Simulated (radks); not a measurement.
The numbers below are computed, except where a source is named.
Spherical quantum dot in the effective-mass picture: electrons in a parabolic well V = omega^2 r^2 / 2 with omega = 3.32, with a point charge +1 (a donor) at the centre, all in effective atomic units (hartree* = m*/eps^2 hartree, bohr* = eps/m* bohr), one dielectric constant everywhere. Level of theory: non-relativistic Kohn-Sham, LDA (Slater exchange, Perdew-Wang correlation), spin-polarised, spherical densities (a radial shooting solver with Libxc functionals). Levels are named by radial order and angular momentum (1s, 1p, 1d, 2s, ...), and open shells are averaged over m. Results are scaled to m* = 0.207 and eps = 10.9, for which hartree* = 47.41 meV and bohr* = 2.786 nm.

N = 16, configuration 1s2 1p6 1d(up 5, down 1) 2s2. This is the lowest configuration that the search found. Occupied and some empty levels:

level,occupation,eigenvalue (meV),<r> (nm)
1s up,1,869.51,1.957
1s down,1,874.31,1.938
1p up,3,989.99,2.688
1p down,3,996.84,2.682
2s up,1,1097.9,2.804
2s down,1,1102.9,2.817
1d up,5,1105.8,3.161
1d down,1,1113.0,3.164
1f up,0,1226.5,3.537
1f down,0,1233.4,3.546
2p up,0,1240.0,3.230
2p down,0,1244.7,3.236
1g up,0,1352.3,3.861
1g down,0,1358.5,3.872

Energy (meV): total 11337.3, kinetic 2790.6, external 3781.3, Hartree 5414.8, exchange-correlation -649.27.
